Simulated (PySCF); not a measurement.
# Ionisation energy of Sb²⁺ by level of theory

Sb²⁺ [Kr] 4d10 5s2 5p1 (2P) → Sb³⁺ [Kr] 4d10 5s2 (1S), as a difference of total energies. Calculation: PySCF 2.14, in aug-cc-pwCVTZ-DK3 (10s9p7d4f1g, 109 functions); the spin-free X2C one-electron Hamiltonian (Gaussian nucleus). Correlated levels: valence: [Kr] 4d10 frozen. The calculations carry no spin-orbit coupling.

| method | ionisation energy (eV) |
| --- | --- |
| UHF | 24.154 |
| MP2 (valence) | 24.389 |
| SCS-MP2 (valence) | 24.381 |
| CCSD (valence) | 24.455 |
| CCSD(T) (valence) | 24.472 |

Question: How much does correlation contribute at CCSD(T) (valence)?

Answer: 24.472 − (24.154) = 0.318 eV, measured against UHF.

A first-order spin-orbit estimate (lowest level to lowest level, LS coupling) adds 0.488 eV.

Errors of the correlated levels include the incompleteness of this basis and the frozen core.

For comparison: 25.323 eV (measured; NIST Atomic Spectra Database, ionization energies).
